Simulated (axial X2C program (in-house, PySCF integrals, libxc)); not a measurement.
# BaSi⁺: from the spin-free to the two-component result

Calculated with an in-house relativistic program for diatomic molecules. Spin-free means the one-electron spin-free X2C Hamiltonian; two-component (2c) means X2C with spin–orbit coupling and atomic mean-field two-electron Coulomb and Gaunt terms, so the difference of the two also holds small scalar two-electron terms. Basis: Ba dyall-cv3z [14s14p9d5f1g], Si dyall-v3z [8s7p2d1f] (cores contracted in-house); Gaussian nuclei, density fitting, unrestricted open shells. Masses: Ba 137.905 u, Si 27.977 u.

Spin-free state: M_S = 3/2, Λ = 0 (beyond evenly filled blocks: σα, π+α, π-α); fragments Ba+ + Si.

```json
{"level": "PBE0", "Re (Å)": "2.907", "ωe (cm⁻¹)": "259.7", "De (eV)": "2.202", "μ (D)": "-5.51"}
{"level": "HF", "Re (Å)": "2.995", "ωe (cm⁻¹)": "254.2", "De (eV)": "1.299", "μ (D)": "-7.82"}
{"level": "MP2", "Re (Å)": "2.923", "ωe (cm⁻¹)": "265.4", "De (eV)": "1.803", "μ (D)": "n/a"}
{"level": "B3LYP", "Re (Å)": "2.941", "ωe (cm⁻¹)": "247.1", "De (eV)": "1.815", "μ (D)": "-5.31"}
```

Correlated methods: 13 electrons correlated (number of frozen shells: Ba 4 s, 3 p, 2 d; Si 2 s, 1 p), 267 virtual spin orbitals or spinors in MP2.

Dipoles are positive if Si is the positive end and refer to the centre of mass.

Two-component determinant lowest at the distance of the search:

Ω = 3/2 (⟨Sz⟩ = 1.50, ⟨Lz⟩ = 0.00 at HF); fragments Ba+ + Si.

```tsv
level	Re (Å)	ωe (cm⁻¹)	De (eV)	μ (D)
PBE0	2.906	259.8	2.206	-5.49
HF	2.995	254.3	1.298	-7.80
MP2	2.923	265.5	1.816	n/a
B3LYP	2.941	247.2	1.819	-5.29
```

Task: From the two tables, how do the constants change at the MP2 level (2c against spin-free)?

Result: At the MP2 level Re is unchanged within 0.001 Å and ωe is unchanged to within 0.2 cm⁻¹; De is not compared, since the atomic limits differ or miss part of their spin–orbit lowering.

One determinant describes the state; a PBE0 search over occupations chose it and may have missed a lower one. De is counted from the lowest determinant-based energies of the atoms at the same level, without counterpoise correction. Density functionals use the spin component along the axis (collinear). The 2c atoms are single determinants rather than J levels; their spin–orbit lowering is only partly caught, and De is too large by that part. This holds for PBE0, MP2, B3LYP. Other states lie close and PBE0, whose exact exchange favours high spin, may order them wrongly; the determinant shown need not be the ground state. The nearest other spin-free determinant of the search, M_S = 1/2, Λ = 0, lies 0.47 eV up at the distance of the search. Without a current term, density functionals place determinants with orbital angular momentum somewhat too high. With several unpaired electrons one determinant need not be a pure state. This is the top spin component of a Σ state; components of lower Ω are not single determinants and can lie lower.
